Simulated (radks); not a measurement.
Results of a calculation; reference values are marked as such.
Ir IV, configuration [Xe] 4f14 5d6. Level of theory: scalar-relativistic Kohn-Sham, PBEsol, spin-polarised, spherical densities, finite nucleus; open shells are filled with parallel spins first (spin-orbit coupling, left out, can overturn this in heavy ions); Fermi nuclear charge, rms radius 5.4032 fm (a radial shooting solver on a logarithmic mesh with Libxc functionals). Some entries of the table are withheld. Estimate them.

orbital  occ.  eigenvalue (hartree)  <1/r> (bohr^-1)
1s down     1             -2796.802            92.12
1s up       1             -2796.802            92.12
2s up       1             -490.2701            21.58
2s down     1             -490.2601            21.58
2p up       3             -426.2621            19.36
2p down     3             -426.2540            19.36
3s up       1             -115.5563            7.999
3s down     1             -115.5523            7.999
3p up       3             -96.83100            7.336
3p down     3             -96.82659            7.336
3d up       5             -76.17289            6.917
3d down     5             -76.16563            6.917
4s up       1             -25.55650            3.418
4s down     1             -25.54681            3.417
4p up       3             -19.41154            3.095
4p down     3             -19.40228            3.094
4d up       5             -11.85563            2.766
4d down     5             -11.84472            2.766
5s up       1                   (1)            1.377
5s down     1                   (2)            1.387
4f up       7                   (3)            2.314
4f down     7                   (4)            2.320
5p up       3              -3.20144            1.170
5p down     3              -3.10708            1.180
5d up       5              -1.40158              (5)
5d down     1              -1.29026              (6)

Answer. 
(1) 5s up eigenvalue (hartree): -4.79061
(2) 5s down eigenvalue (hartree): -4.71564
(3) 4f up eigenvalue (hartree): -3.45727
(4) 4f down eigenvalue (hartree): -3.43988
(5) 5d up <1/r> (bohr^-1): 0.8392
(6) 5d down <1/r> (bohr^-1): 0.8383
